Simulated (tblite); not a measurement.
A tight-binding relaxation on `C#C[Si@@H]([AsH2])[C@H](C=C)C=O`.

Computed with GFN2-xTB geometry optimisation, gas phase (tblite 0.8.0). Start geometry: from a force field or distance geometry. A driver script takes a list of jobs; this job's settings line and coordinates (Å) are shown.

Command:
```bash
OMP_NUM_THREADS=1 python probes_run.py task.json out
```

Input:
```
{"job": {"kind": "relax", "xc": "GFN2-xTB", "basis": "xTB"}, "charge": 0, "multiplicity": 1}
C      2.883700    -1.982000    -1.173500
C      2.147300    -1.162500    -0.657900
Si     1.066400     0.057500     0.131000
As     1.160100     2.029000    -1.098400
C     -0.639000    -0.643400     0.313900
C     -1.452800    -0.653600    -0.931500
C     -2.144500     0.390000    -1.380600
C     -1.338300    -0.001300     1.464300
O     -2.467300     0.447500     1.374300
H      3.513500    -2.686600    -1.646000
H      1.528300     0.402600     1.496000
H      0.685700     3.194300    -0.156600
H      2.692600     2.309400    -1.326300
H     -0.489100    -1.718700     0.615500
H     -1.474700    -1.574400    -1.508600
H     -2.701400     0.236500    -2.293300
H     -2.200400     1.344000    -0.899300
H     -0.778800     0.018200     2.400600
```

Output:
```
step      E/eV     max force
  0    -692.07627    2.456
  1    -692.19855    5.020
  2    -692.38241    2.371
  3    -692.49438    2.378
  4    -692.62612    1.144
  5    -692.73270    0.492
  6    -692.75234    0.489
  7    -692.78555    0.427
  8    -692.80531    0.374
  9    -692.82022    0.337
... (158 lines left out)
168    -693.15561    0.021
169    -693.15567    0.023
170    -693.15576    0.025
171    -693.15585    0.021
172    -693.15591    0.018
173    -693.15594    0.016
174    -693.15596    0.013
175    -693.15598    0.012
176    -693.15600    0.011
177    -693.15601    0.006
```

«max force» is the largest atomic force in eV/Å.

Problem. From which step on does the largest force stay under 0.1 eV/Å, and how much energy is left to gain from there?

Solution. From step 126 (0.077 eV/Å), 8.1 meV above the end.

Main results: energy lowered by 24.9 kcal/mol over 177 steps; largest atomic force 0.006 eV/Å at the end.

Problem. Give the final coordinates.

Solution. 0.687 Å rms from the input after alignment:
```
atom  x, y, z in Å
C1     2.4859   -1.8202   -1.6355
C2     1.9350   -1.0764   -0.8678
Si3    1.1073    0.1433    0.2584
As4    0.6427    2.2174   -0.6628
C5    -0.6787   -0.6427    0.5395
C6    -1.1954   -0.9016   -0.8327
C7    -1.8141   -0.0356   -1.6191
C8    -1.3253    0.4085    1.3192
O9    -1.5566    1.5352    0.9322
H10    2.9628   -2.4843   -2.2985
H11    1.8137    0.0028    1.5537
H12    0.8731    2.9151    0.6383
H13    2.1016    2.4356   -0.9997
H14   -0.6073   -1.5703    1.1031
H15   -0.9999   -1.9083   -1.1812
H16   -2.1651   -0.3228   -2.5957
H17   -2.0434    0.9694   -1.3003
H18   -1.5450    0.1412    2.3724
```

Problem. How long does this job take on an Arm Neoverse N1 with one thread, shared host?

Solution. About 3.0 s.
Labels such as C1 count atoms from 1, the log's own numbers from 0.
